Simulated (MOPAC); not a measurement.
Input for MOPAC: PM3 on Ge2H6 (SMILES [GeH3][GeH3]), a point of a bond scan (R = 6.577 Å).

```
PM3 1SCF PRECISE CHARGE=0 THREADS=1
Ge2H6

Ge    -1.21412012 1     0.09497213 1    -0.01554390 1
Ge     5.34212853 1    -0.41787737 1     0.06839316 1
H     -1.81564152 1    -0.88366826 1    -1.03991537 1
H     -1.63545207 1     1.52474348 1    -0.39912600 1
H     -1.79543962 1    -0.23067558 1     1.37187209 1
H      5.76346048 1    -1.84764872 1     0.45197526 1
H      5.94364993 1     0.56076302 1     1.09276463 1
H      5.92344803 1    -0.09222966 1    -1.31902283 1
```

The log:

```
*******************************************************************************
 **                                                                           **
 **                              MOPAC v23.2.5                                **
 **                                                                           **
 *******************************************************************************
 ** MOPAC's Digital Object Identifier: https://doi.org/10.5281/zenodo.6511958 **
 **                                                                           **
 ** Please cite the open-source release paper for use of this MOPAC version:  **
 ** J. E. Moussa and J. J. P. Stewart (2026)                                  **
 ** MOPAC: An open-source semiempirical molecular orbital program             **
 ** J. Open Source Softw., 11(119), 8025, https://doi.org/10.21105/joss.08025 **
 *******************************************************************************

                              PM3 CALCULATION RESULTS

 *******************************************************************************
 *  PM3        - The PM3 Hamiltonian to be used
 *
 *
 *
 *                 CHARGE ON SYSTEM = 0
 *
 *
 *
 *  PRECISE    - TIGHTER CRITERIA TO BE USED
 *  1SCF       - DO 1 SCF AND THEN STOP
 *  THREADS=1  - MULTI-THREADING NOT USED
 *  T=         - A TIME OF 172800.0 SECONDS REQUESTED
 *  DUMP=N     - RESTART FILE WRITTEN EVERY 7200.0 SECONDS REQUESTED
 *******************************************************************************
PM3 1SCF PRECISE CHARGE=0 THREADS=1
 Ge2H6

   ATOM   CHEMICAL          X               Y               Z
  NUMBER   SYMBOL      (ANGSTROMS)     (ANGSTROMS)     (ANGSTROMS)

     1      Ge         -1.21412012  *   0.09497213  *  -0.01554390  *
     2      Ge          5.34212853  *  -0.41787737  *   0.06839316  *
     3       H         -1.81564152  *  -0.88366826  *  -1.03991537  *
     4       H         -1.63545207  *   1.52474348  *  -0.39912600  *
     5       H         -1.79543962  *  -0.23067558  *   1.37187209  *
     6       H          5.76346048  *  -1.84764872  *   0.45197526  *
     7       H          5.94364993  *   0.56076302  *   1.09276463  *
     8       H          5.92344803  *  -0.09222966  *  -1.31902283  *



          CARTESIAN COORDINATES

    NO.       ATOM           X           Y           Z

     1        Ge         -1.2141      0.0950     -0.0155
     2        Ge          5.3421     -0.4179      0.0684
     3         H         -1.8156     -0.8837     -1.0399
     4         H         -1.6355      1.5247     -0.3991
     5         H         -1.7954     -0.2307      1.3719
     6         H          5.7635     -1.8476      0.4520
     7         H          5.9436      0.5608      1.0928
     8         H          5.9234     -0.0922     -1.3190

  H: (PM3): J. J. P. STEWART, J. COMP. CHEM. 10, 209 (1989).
 Ge: (PM3): J. J. P. STEWART, J. COMP. CHEM. 12, 320-341 (1991).

           Empirical Formula: H6 Ge2  =     8 atoms



      MOLECULAR POINT GROUP   :   D3d


      RHF CALCULATION, NO. OF DOUBLY OCCUPIED LEVELS = 7



 ALL CONVERGERS ARE NOW FORCED ON
 SHIFT=10, PULAY ON, CAMP-KING ON
 AND ITERATION COUNTER RESET



 -------------------------------------------------------------------------------
 PM3 1SCF PRECISE CHARGE=0 THREADS=1
 Ge2H6



     1SCF WAS SPECIFIED, SO BFGS WAS NOT USED
     SCF FIELD WAS ACHIEVED


                              PM3 CALCULATION
                                                       MOPAC v23.2.5 Linux




          FINAL HEAT OF FORMATION =        166.24944 KCAL/MOL =     695.58767 KJ/MOL


          COSMO AREA              =        158.67 SQUARE ANGSTROMS
          COSMO VOLUME            =        132.85 CUBIC ANGSTROMS

          IONIZATION POTENTIAL    =          7.107477 EV
          HOMO LUMO ENERGIES (EV) =         -7.107 -4.760
          NO. OF FILLED LEVELS    =          7
          MOLECULAR WEIGHT        =        151.2274         POINT GROUP:  D3d

          MOLECULAR DIMENSIONS (Angstroms)

            Atom       Atom       Distance
            H     7    H     3     8.17565
            H     6    H     4     4.75829
            H     5    H     8     4.25292


          SCF CALCULATIONS        =          1





   ATOM   CHEMICAL          X               Y               Z
  NUMBER   SYMBOL      (ANGSTROMS)     (ANGSTROMS)     (ANGSTROMS)

     1      Ge         -1.21412012  *   0.09497213  *  -0.01554390  *
     2      Ge          5.34212853  *  -0.41787737  *   0.06839316  *
     3       H         -1.81564152  *  -0.88366826  *  -1.03991537  *
     4       H         -1.63545207  *   1.52474348  *  -0.39912600  *
     5       H         -1.79543962  *  -0.23067558  *   1.37187209  *
     6       H          5.76346048  *  -1.84764872  *   0.45197526  *
     7       H          5.94364993  *   0.56076302  *   1.09276463  *
     8       H          5.92344803  *  -0.09222966  *  -1.31902283  *

                             CARTESIAN COORDINATES

   1   Ge       -1.214120120     0.094972130    -0.015543900
   2   Ge        5.342128530    -0.417877370     0.068393160
   3    H       -1.815641520    -0.883668260    -1.039915370
   4    H       -1.635452070     1.524743480    -0.399126000
   5    H       -1.795439620    -0.230675580     1.371872090
   6    H        5.763460480    -1.847648720     0.451975260
   7    H        5.943649930     0.560763020     1.092764630
   8    H        5.923448030    -0.092229660    -1.319022830


           Empirical Formula: H6 Ge2  =     8 atoms



      MOLECULAR POINT GROUP   :   D3d


                  EIGENVALUES
 -15.01440 -15.00954 -12.21520 -12.21520 -12.20872 -12.20872  -7.10748  -4.75951
   0.50783   0.50783   0.51081   0.51081   3.21447   3.23273


              NET ATOMIC CHARGES AND DIPOLE CONTRIBUTIONS

  ATOM NO.   TYPE          CHARGE      No. of ELECS.   s-Pop       p-Pop
    1         Ge           0.269970        3.7300     0.66700     3.06303
    2         Ge           0.269970        3.7300     0.66700     3.06303
    3          H          -0.089990        1.0900     1.08999
    4          H          -0.089990        1.0900     1.08999
    5          H          -0.089990        1.0900     1.08999
    6          H          -0.089990        1.0900     1.08999
    7          H          -0.089990        1.0900     1.08999
    8          H          -0.089990        1.0900     1.08999
 DIPOLE           X         Y         Z       TOTAL
 POINT-CHG.     0.000    -0.000     0.000     0.000
 HYBRID        -0.000     0.000    -0.000     0.000
 SUM           -0.000     0.000    -0.000     0.000


          ATOMIC ORBITAL ELECTRON POPULATIONS

     Atom    s        px        py        pz
    1 Ge   0.66700   1.01471   1.02413   1.02419
    2 Ge   0.66700   1.01471   1.02413   1.02419
    3  H   1.08999
    4  H   1.08999
    5  H   1.08999
    6  H   1.08999
    7  H   1.08999
    8  H   1.08999

 **********************
 *                    *
 * JOB ENDED NORMALLY *
 *                    *
 **********************




 == MOPAC DONE ==
```

The run finished.

Cost: roughly 0.16 core-seconds.
